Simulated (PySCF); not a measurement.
One of the candidates below gave these computed data.

All candidates are C7H5Cl3.

* Dipole: 3.06 D [wB97X-D/def2-SVPD]
* Polarisability: 128.6 au [wB97X-D/def2-SVPD]
* Rotational structure: rotational constants A, B, C: 1.466, 0.428, 0.413 GHz [PBE0-D3(BJ)/def2-SVP]
* UV, first state: lowest singlet excitation: 3.34 eV (371 nm, f = 0.022) [TDDFT wB97X-D/def2-SVPD]
* UV, strongest line: among the 6 lowest singlet transitions: S2 at 5.22 eV (237 nm, f = 0.429) [TDDFT wB97X-D/def2-SVPD]

The electronic properties come from PySCF, for the isolated species, density fitting. Levels stand in brackets. The structure is a single PBE0-D3(BJ)/def2-SVP conformer in the gas phase; no vibrational or solvent corrections.

Problem. Which candidate is it?
A. `C=C1C=C(C(Cl)Cl)C=C1Cl`
B. `C=C1C=CC(C(Cl)(Cl)Cl)=C1`
C. `C#C[C@H]1CC=C1C(Cl)(Cl)Cl`

Solution. A. It is `C=C1C=C(C(Cl)Cl)C=C1Cl`. Numbering: `[CH2:1]=[C:2]1[CH:3]=[C:4]([CH:5]([Cl:6])[Cl:7])[CH:8]=[C:9]1[Cl:10]`. Its formula, C7H5Cl3, gives 4 degrees of unsaturation: 1 ring and 3 π bonds in the structure found. S1 is mainly HOMO→LUMO (weight 0.99); the largest Löwdin shares of the orbital it empties are 0.22 on an alkene CH carbon, 0.20 on the vinylic C–Cl carbon, 0.17 on the vinyl chlorine and 0.15 on an alkene CH carbon, of the orbital it fills 0.27 on the terminal =CH2 carbon, 0.13 on a fully substituted alkene carbon, 0.12 on a fully substituted alkene carbon and 0.11 on an alkene CH carbon. The optimised geometry has point group Cs and is an asymmetric top.

The others, at the same levels:
- `C#C[C@H]1CC=C1C(Cl)(Cl)Cl` fails: its computed lowest singlet excitation is 6.25 eV (198 nm, f = 0.068) (against 3.34 eV), strongest line among the 6 lowest singlet transitions is S2 at 6.34 eV (195 nm, f = 0.094) (against S2 at 5.22 eV) and static isotropic polarisability is 118.6 au (against 128.6 au).
- `C=C1C=CC(C(Cl)(Cl)Cl)=C1` fails: its computed lowest singlet excitation is 3.63 eV (342 nm, f = 0.008) (against 3.34 eV), rotational constant A is 1.358 GHz (against 1.466 GHz) and smallest rotational constant is 0.530 GHz (against 0.413 GHz).

Each candidate is one conformer, not necessarily the lowest. Dipoles, sizes and rotational constants follow the conformer. The torsions of the flexible species, by atom-mapped SMILES:
- `[CH2:1]=[C:2]1[CH:3]=[C:4]([CH:5]([Cl:6])[Cl:7])[CH:8]=[C:9]1[Cl:10]`: C3–C4–C5–Cl6 118°
- `[CH:1]#[C:2][C@H:3]1[CH2:4][CH:5]=[C:6]1[C:7]([Cl:8])([Cl:9])[Cl:10]`: C5–C6–C7–Cl8 -2°
- `[CH2:1]=[C:2]1[CH:3]=[CH:4][C:5]([C:6]([Cl:7])([Cl:8])[Cl:9])=[CH:10]1`: C4–C5–C6–Cl7 59°
